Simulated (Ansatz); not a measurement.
`C[O][Mg][O][SiH3]` and `C[O][Mg][Cl]` differ in one atom or group.

Ansatz, PBE0-D4/def2-TZVP geometries, multiplicity 1. Each molecule was computed in one conformer, which needn't be the lowest.

| property | `C[O][Mg][O][SiH3]` |
| --- | --- |
| LUMO energy (B3LYP/def2-TZVPP) / eV | -1.67 |
| ideal-gas entropy at 298 K and 1 bar (rigid rotor, harmonic PBE0-D4/def2-TZVP) / J/(mol·K) | 402 |
| HOMO energy (PBE0/def2-TZVPP) / eV | -7.36 |
| size of the dipole moment (ωB97M-V/def2-TZVPP) / D | 1.64 |
| HOMO–LUMO gap (PBE0/def2-TZVPP) / eV | 6.00 |
| LUMO energy (ωB97M-V/def2-TZVPP) / eV | -0.10 |

What does the change do to each property? (Best estimate.)

Ansatz gave: 
| property | `C[O][Mg][Cl]` | shift |
| --- | --- | --- |
| LUMO energy (B3LYP/def2-TZVPP) / eV | -1.71 | -0.04 |
| ideal-gas entropy at 298 K and 1 bar (rigid rotor, harmonic PBE0-D4/def2-TZVP) / J/(mol·K) | 323 | -79 |
| HOMO energy (PBE0/def2-TZVPP) / eV | -7.44 | -0.08 |
| size of the dipole moment (ωB97M-V/def2-TZVPP) / D | 1.68 | 0.04 |
| HOMO–LUMO gap (PBE0/def2-TZVPP) / eV | 6.04 | 0.04 |
| LUMO energy (ωB97M-V/def2-TZVPP) / eV | -0.08 | 0.02 |

The zero-point energy changes by -73.2 kJ/mol with -12 modes. Dipoles are sizes alone; their direction can turn. Modes under 60 cm⁻¹, often nearly free rotors, make the harmonic entropy too high.

B3LYP here is the variant with VWN-RPA as its local correlation; programs differ in this.
